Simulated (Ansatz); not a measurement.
A calculation with Ansatz (development build ahead of 0.2.0).

```yaml
crystal:
  periodic: [false, false, false]
  atoms:
    - { symbol: Zr, position_ang: [0.0, 0.0, 0.0] }
    - { symbol: F, position_ang: [1.18171, 1.18171, 1.18171] }
    - { symbol: F, position_ang: [1.18171, -1.18171, -1.18171] }
    - { symbol: F, position_ang: [-1.18171, 1.18171, -1.18171] }
    - { symbol: F, position_ang: [-1.18171, -1.18171, 1.18171] }
basis:
  gaussian: { orbitals: def2-TZVP }
hamiltonian:
  xc: hf
```

The input is written out in the form of the current development build from the run's settings. The basis set brings a core potential for Zr, so the total leaves out those core electrons.

Output:

```json
{"Converged": "yes", "Total energy": "-444.76274 hartree", "Spin squared of the determinant": "0.000"}
```

Caution: no unrestricted run beside it, a lower state can exist; other spin multiplicities were not run.
